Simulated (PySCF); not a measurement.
A small calculation by hand: oscillator strength and radiative lifetime

W(NH)(S)(Cl)(Me) (CH4ClNSW), SMILES [CH3][W]([Cl])(=[S])=[NH], multiplicity 1.

Geometry optimised at PBE0-D3(BJ)/def2-SVP. The multiplicity is an assumed one; no other spin state was optimised. The structure was generated by enumeration; whether it is a known compound was not checked. The def2 effective core potentials stand for the cores of W; spin–orbit coupling is left out.

TDDFT-PBE/def2-SVPD (PySCF 2.14.0) puts the first singlet state with f over 0.02 at 5.10 eV (vertical), with the transition dipole (-0.396, -0.038, -0.071) in atomic units.

Task: Find the oscillator strength, the wavelength and the radiative lifetime that this transition would have in vacuum if emission retraced absorption.

Result: 
|μ|² = 0.1633 au, so |μ| = 1.03 D. ΔE = 5.10/27.211 = 0.1874 hartree. f = (2/3) ΔE |μ|² = 0.020 (the program prints 0.020).
λ = 1239.84/5.10 = 243 nm; ν = 41134 cm⁻¹.
Einstein's coefficient A = 0.6670 ν² f s⁻¹ (ν in cm⁻¹) = 2.3e7 s⁻¹, so τ = 1/A = 43 ns. This state is S10; the lower singlets have f = 0.005, 0.003, 0.004, 0.000, 0.004, 0.006, 0.003, 0.005, 0.006. The figure is the radiative limit of this one transition; relaxation, internal conversion, crossing to triplets and a medium change what is measured.
